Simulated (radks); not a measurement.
Eu15+, configuration [Kr] 4d10 4f2.

All-electron calculation, Dirac Kohn-Sham, PBE, spin-unpolarised, spherical densities, finite nucleus; open shells fill j = l - 1/2 first; Fermi nuclear charge, rms radius 5.1115 fm. Program: a radial shooting solver on a logarithmic mesh with Libxc functionals.

Energy parts (hartree):
| part | energy |
|---|---|
| total | -10781.5644 |
| kinetic | 11726.9031 |
| electron-nucleus | -25885.1687 |
| Hartree | 3608.6895 |
| exchange-correlation | -231.9882 |

Orbitals (lengths in bohr, moments of r in powers of bohr; <r^-3> diverges for s and p1/2; r(max) is where P^2 peaks):
| orbital | occ. | eigenvalue (hartree) | r(max) | <r> | <r^-3> | <r^4> |
|---|---|---|---|---|---|---|
| 1s1/2 | 2 | -1787.214 | 0.01420 | 0.02232 | - | 1.226e-06 |
| 2s1/2 | 2 | -303.1146 | 0.08072 | 0.09460 | - | 0.0001955 |
| 2p1/2 | 2 | -288.1790 | 0.06107 | 0.07907 | - | 0.0001213 |
| 2p3/2 | 4 | -264.3651 | 0.06680 | 0.08581 | 9385 | 0.0001578 |
| 3s1/2 | 2 | -75.86122 | 0.2291 | 0.2490 | - | 0.007614 |
| 3p1/2 | 2 | -69.40993 | 0.2162 | 0.2386 | - | 0.006944 |
| 3p3/2 | 4 | -64.54890 | 0.2283 | 0.2514 | 1978 | 0.008448 |
| 3d3/2 | 4 | -53.37857 | 0.1818 | 0.2234 | 330.8 | 0.006158 |
| 3d5/2 | 6 | -52.32166 | 0.1852 | 0.2273 | 295.3 | 0.006542 |
| 4s1/2 | 2 | -23.96346 | 0.5233 | 0.5549 | - | 0.1722 |
| 4p1/2 | 2 | -21.43624 | 0.5271 | 0.5643 | - | 0.1908 |
| 4p3/2 | 4 | -20.29582 | 0.5515 | 0.5899 | 467.5 | 0.2267 |
| 4d3/2 | 4 | -16.09577 | 0.5555 | 0.6116 | 69.20 | 0.2843 |
| 4d5/2 | 6 | -15.87885 | 0.5630 | 0.6196 | 61.28 | 0.2986 |
| 4f5/2 | 2 | -10.81810 | 0.5302 | 0.6575 | 11.41 | 0.4498 |
| 4f7/2 | 0 | -10.77901 | 0.5333 | 0.6610 | 11.13 | 0.4581 |

The highest occupied level is 4f5/2 at -294.38 eV. Summed over all electrons, <r^2> = 9.611 bohr^2, which gives a Langevin (diamagnetic) susceptibility term of -7.61 x 10^-6 cm^3/mol. The electron density at the nucleus is 5.788e+05 e/bohr^3. The density falls to 0.001 e/bohr^3 at r = 1.75 bohr.
